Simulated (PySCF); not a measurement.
## Identify the compound

Molecular formula: C₆H₇NO. Simulated spectra:

$^{1}$H NMR (300 MHz, computed): δ 8.22 (dd, J = 5.6, 1.8 Hz, 1H), 7.53 (ddd, J = 9.2, 7.8, 1.8 Hz, 1H), 6.70 (dd, J = 7.8, 5.6 Hz, 1H), 6.68 (d, J = 9.2 Hz, 1H), 3.85 (s, 3H).

$^{13}$C{$^{1}$H} NMR (computed): δ 165.3 (C), 150.4 (CH), 140.3 (CH), 117.6 (CH), 112.3 (CH), 53.4 (CH3).

In vacuum, one computed conformer, no relativistic terms, one averaged value for each set of equivalent atoms. PBE0-D3(BJ)/def2-SVP geometry; J: B3LYP/pcJ-1 (spin–dipole term only in couplings to heteroatoms); shielding tensors at B97-2/pcSseg-1 (GIAO); PySCF 2.14.0 with density-fitted response routines.

Scale: $^{1}$H (31.38 ppm), $^{13}$C (183.69 ppm) against TMS (reference shieldings calculated alike).

**Question.** What is the structure?

**Answer.** 
- The formula gives 4 degrees of unsaturation (1 ring in the answer).
- 6 carbon signals for 6 carbons: no two carbons are equivalent.
- Carbon types of the structure: 1 × C, 4 × CH, 1 × CH3, which accounts for all hydrogens.
- δC 165.3: aromatic carbon bearing oxygen; an ipso carbon deshielded by its heteroatom.
- δC 150.4: aromatic CH next to a ring nitrogen; the adjacent pyridine-type nitrogen withdraws density from it.
- δC 140.3, 117.6, 112.3: aromatic CH.
- δC 53.4: methyl carbon bonded to O; pulled downfield by the heteroatom.
- δH 8.22: hydrogen on an aromatic CH next to a ring nitrogen; ring current plus the neighbouring ring nitrogen.
- δH 7.53, 6.70, 6.68: hydrogen on an aromatic CH.
- δH 3.85: hydrogen on a methyl carbon bonded to O; its carbon carries O, which withdraws density.
- The protons at 6.68 and 7.53 share a coupling of 9.2 Hz (vicinal, an ortho-type coupling).
- The protons at 7.53 and 6.70 share a coupling of 7.8 Hz (vicinal, an ortho-type coupling).
- The protons at 6.70 and 8.22 share a coupling of 5.6 Hz (vicinal, an ortho-type coupling).

Structure: `COc1ccccn1`.

The data come from this structure; uniqueness wasn't tested.

Multiplet labels drop couplings under 1 Hz and merge nearly equal ones. Unscaled 3J(H,H) at this level run about 10 % above measured values. Shifts are as computed. Against solution values, carbons near 30 ppm lie about +1 ppm off and those near 130 ppm about +2 ppm. Of 1211 compounds with measured shifts, 218 miss one by over three times the rms of a fit or turn the order of signals round; such compounds aren't used in these exercises.
